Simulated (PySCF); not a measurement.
Gas-phase reaction: 3 GeH₂ + Br₂ → GeBr₂ + 2 GeH₃, at 500 K and a standard pressure of 1 bar. Level: B3LYP/def2-TZVP†.

Energies from PySCF, thermal terms from the rigid-rotor harmonic-oscillator model, ideal gas at 1 bar. † marks an energy on the PBE0/def2-TZVP geometry and frequencies. Open shells (unrestricted): GeH₃ (multiplicity 2); the rest are closed-shell singlets. B3LYP is the form with VWN-RPA correlation. Br, Ge: all electrons, no relativistic terms. GeH₂, GeH₃: computed as isolated molecules; such fragments, hydroxides, amides, oligomers or adducts are transient or little studied in the gas. The harmonic model lacks anharmonicity and excited electronic states, which grow with temperature; levels with a mode under 35 cm⁻¹ are left out. Soft modes under 120 cm⁻¹ make the harmonic entropy rough for GeBr₂.

```
species       E (Ha)  H(500 K) − E (kJ/mol)  S°(500 K) (J/mol/K)
-------  -----------  ---------------------  -------------------
GeH₂     -2078.19679                   46.3                239.7
Br₂      -5148.35909                   19.0                263.9
GeBr₂    -7225.51010                   29.6                348.0
GeH₃     -2078.79848                   72.7                253.7
```
E: electronic energy; H − E holds the zero-point and thermal terms. 1 Ha = 2625.5 kJ/mol.

Question: Work out ΔH°, ΔS°, ΔG° and log10 K from these numbers.

Answer: 1. ΔE = 1×(-7225.51010) + 2×(-2078.79848) − 3×(-2078.19679) − 1×(-5148.35909) = -0.15760 Ha = -413.8 kJ.
2. Δ(H − E) = 1×(29.6) + 2×(72.7) − 3×(46.3) − 1×(19.0) = 17.1 kJ, so ΔH° = -396.7 kJ.
3. ΔS° = 1×(348.0) + 2×(253.7) − 3×(239.7) − 1×(263.9) = -127.6 J/K; the number of gas molecules changes by -1.
4. ΔG° = ΔH° − TΔS° = -396.7 − 500×(-127.6)/1000 = -332.9 kJ.
5. log10 K = −ΔG°/(RT ln 10) = 34.79, with RT ln 10 = 9.57 kJ/mol; at standard pressures the products are favoured.
6. A shift of 10 kJ in ΔE would move log10 K by 1.04 here.
For scale, ΔH°(298 K) is -397 kJ at this level, -409 kJ at ωB97M-V/def2-TZVP†, and runs from -482 to -194 kJ over the 20 levels computed.
